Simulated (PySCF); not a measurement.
Compound: C2H9BClP.
Bonds: P1–B2, B2–C3, C3–C4, C4–Cl5. Hydrogens: H6, H7, H8 on P1; H9, H10 on B2; H11, H12 on C3; H13, H14 on C4.

The calculation used PySCF 2.14.0, PBE0-D3(BJ)/def2-SVP geometry optimisation, gas phase.

(1) What internal coordinates does the optimisation give?

Answers

(1) 
| bond | length (Å) |
| --- | --- |
| P1–B2 | 1.955 |
| B2–C3 | 1.615 |
| C3–C4 | 1.509 |
| C4–Cl5 | 1.813 |
| P1–H6, P1–H7, P1–H8 | 1.416 |
| B2–H9, B2–H10 | 1.227 |
| C3–H11, C3–H12 | 1.105 |
| C4–H13, C4–H14 | 1.099 |

Bonds in one row agree within 0.01 Å and their mean is given. A selection of angles:
| angle | degrees |
| --- | --- |
| B2–P1–H6 | 121.3 |
| B2–P1–H7 | 111.5 |
| B2–P1–H8 | 119.8 |
| H6–P1–H7 | 100.1 |
| H6–P1–H8 | 100.6 |
| P1–B2–C3 | 114.2 |
| P1–B2–H9 | 99.6 |
| P1–B2–H10 | 100.8 |
| C3–B2–H9 | 113.9 |
| C3–B2–H10 | 115.4 |
| H9–B2–H10 | 111.2 |
| B2–C3–C4 | 117.3 |
| B2–C3–H11 | 112.2 |
| B2–C3–H12 | 105.7 |
| C4–C3–H11 | 109.1 |
| C4–C3–H12 | 106.4 |
| H11–C3–H12 | 105.3 |
| C3–C4–Cl5 | 111.6 |
| C3–C4–H13 | 113.5 |
| C3–C4–H14 | 112.1 |
| Cl5–C4–H13 | 104.6 |
| H13–C4–H14 | 108.8 |

Torsions: P1–B2–C3–C4 63° (synclinal); B2–C3–C4–Cl5 -67° (synclinal). The mirror-image conformer, all signs reversed, is as good.

Of the pairs four or more bonds apart, P1···Cl5 is among the closest relative to their van der Waals radii: 3.16 Å, 89 % of the sum of Bondi's values. P1 (phosphorus bonded to B and 3 H) is distorted tetrahedral (angles from 100.0° to 121.3°). B2 (four-coordinate boron) is distorted tetrahedral (angles from 99.6° to 115.4°).

Point group: C1 (no symmetry element, even within 0.4 Å). Stationary, but not proved a minimum. One conformer, not necessarily the lowest.
